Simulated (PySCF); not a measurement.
Species: C₅H₁₁NO₂Si₂.
Z-matrix (Å and degrees, GFN2-xTB geometry), rows numbered from 1:
```
C 
O   1  1.3939
Si  2  1.6218  1  131.20
C   3  1.8779  2  113.09  1    65.41
C   4  1.3741  3  133.99  2   -24.50
C   5  1.4067  4  106.90  3  -179.49
C   6  1.3707  5  106.62  4     0.18
Si  7  1.8698  6  133.18  5  -177.57
N   8  1.7235  7  104.82  6   -22.12
O   7  1.3506  6  109.12  5    -0.13
H   1  1.0922  2  110.97  3   -66.81
H   1  1.0910  2  107.99  3   173.78
H   1  1.0927  2  111.01  3    54.20
H   3  1.4545  2   98.81  1  -176.03
H   3  1.4715  2  111.25  1   -55.91
H   5  1.0725  4  126.25  3     0.67
H   6  1.0713  5  127.47  4  -179.73
H   8  1.4719  7  107.81  6  -147.02
H   8  1.4652  7  112.32  6    91.43
H   9  1.0067  8  118.76  7   175.13
H   9  1.0075  8  119.31  7   -46.16
```

NICS = −σ at a ghost point: NICS(0) at the centroid of the ring atoms, NICS(1) 1 Å to either side along the normal of their mean plane, zz for the tensor component along that normal. Level: GIAO PBE0/pcSseg-1 (PySCF, non-relativistic, gas phase) on the GFN2-xTB geometry, one conformer.

Ring bond lengths (Å), with Mayer bond orders in brackets: C4–C5 1.374 (1.54), C5–C6 1.407 (1.29), C6–C7 1.371 (1.53), C7–O10 1.351 (1.03), O10–C4 1.355 (1.03).

Question: Give the NICS values of each ring in ppm.

Answer: 
```json
{"ring": "C4–C5–C6–C7–O10", "type": "5-membered ring with O; formal bonds all aromatic", "NICS(0)": "-11.7", "NICS(1), two faces": "-11.2 / -11.0", "NICS(1)zz, two faces": "-28.3 / -28.3", "rms pucker (Å)": "0.00", "centre to ring atoms, mean (Å)": "1.17"}
```

Question: What do they say, and how far can they be read as aromaticity?

Answer: 
- C4–C5–C6–C7–O10: mean NICS(1)zz -28.3 ppm, shielded, aromatic by this magnetic criterion (flat ring, no four-coordinate atom).

Question: What does the geometric index give? HOMA takes Krygowski's 1993 parameters.

Answer: 
- C4–C5–C6–C7–O10: HOMA 0.47; the largest term is that of O10–C4, α(R − Ropt)² = 1.26.

Question: Give the inner angles of the rings and the Hirshfeld charges of the ring atoms.

Answer: 
- C4–C5–C6–C7–O10: C4 108.7° (-0.047 e), C5 106.9° (-0.087 e), C6 106.6° (-0.084 e), C7 109.1° (-0.044 e), O10 108.7° (-0.061 e); sum 540.0° against 540° for a flat convex ring.

Question: What are the shieldings of the ring atoms and their hydrogens in the same run (means over atoms taken as equivalent)?

Answer: 
| atoms | environment | σ isotropic (ppm) |
| --- | --- | --- |
| C4 | substituted aromatic carbon | 21.8 |
| C5 | aromatic CH carbon | 59.4 |
| C6 | aromatic CH carbon | 59.0 |
| C7 | substituted aromatic carbon | 24.1 |
| O10 | furan-type oxygen | 1.4 |
| H16 | aromatic hydrogen | 24.49 |
| H17 | aromatic hydrogen | 24.39 |
